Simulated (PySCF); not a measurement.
Compound: C8H9NSi.
SMILES with atom numbers: `[CH2:1]=[C:2]1[CH:3]=[C:4]([CH3:5])[C:6]([SiH2:7][C:8]#[N:9])=[CH:10]1`

NICS is the negative of the GIAO shielding at a point without a nucleus: at the ring centre (0) and 1 Å above and below it (1); zz is the component along the ring normal. Level: GIAO PBE0/pcSseg-1 (PySCF, non-relativistic, gas phase) on the GFN2-xTB geometry, one conformer.

Ring bond lengths (Å), with Mayer bond orders in brackets: C2–C3 1.458 (1.07), C3–C4 1.345 (1.71), C4–C6 1.477 (1.05), C6–C10 1.351 (1.70), C10–C2 1.460 (1.07).

Question: What do the NICS probes read (ppm)?

Answer: 
```json
{"ring": "C2–C3–C4–C6–C10", "type": "5-membered carbocycle; formal bonds 2 double, 3 single", "NICS(0)": "1.1", "NICS(1), two faces": "-4.0 / -3.9", "NICS(1)zz, two faces": "-4.3 / -4.2", "rms pucker (Å)": "0.00", "centre to ring atoms, mean (Å)": "1.21"}
```

Question: What do they say, and how far can they be read as aromaticity?

Answer: 
- C2–C3–C4–C6–C10: mean NICS(1)zz -4.2 ppm, shielded. That is too small in size for a clear verdict by the NICS criterion. NICS(0) lies 5 ppm above the mean NICS(1).

Question: And the bond-length index? HOMA = 1 − mean of α(R − Ropt)² over the ring bonds, with Krygowski's 1993 parameters (CC: Ropt 1.388 Å, α 257.7 Å⁻²).

Answer: 
- C2–C3–C4–C6–C10: HOMA -0.09 = 1 − EN − GEO, with mean bond length 1.418 Å, EN = α(Ropt − mean)² = 0.237 and GEO = α × variance = 0.857. The geometric and the magnetic index point the same way.

Question: Give the inner angles of the rings and the Hirshfeld charges of the ring atoms.

Answer: 
- C2–C3–C4–C6–C10: C2 105.4° (-0.003 e), C3 108.9° (-0.079 e), C4 108.7° (+0.008 e), C6 107.8° (-0.104 e), C10 109.1° (-0.051 e); sum 540.0° against 540° for a flat convex ring.

Hardware: one thread, Arm Neoverse N1 (aarch64), no GPU, shared host. Cost: 93 s of wall time, 1.0 GiB resident at most. This is the whole shielding run at PBE0/pcSseg-1, SCF included.

Shape of the structure used: `[CH2:1]=[C:2]1[CH:3]=[C:4]([CH3:5])[C:6]([SiH2:7][C:8]#[N:9])=[CH:10]1`: C4–C6–Si7–C8 55°.
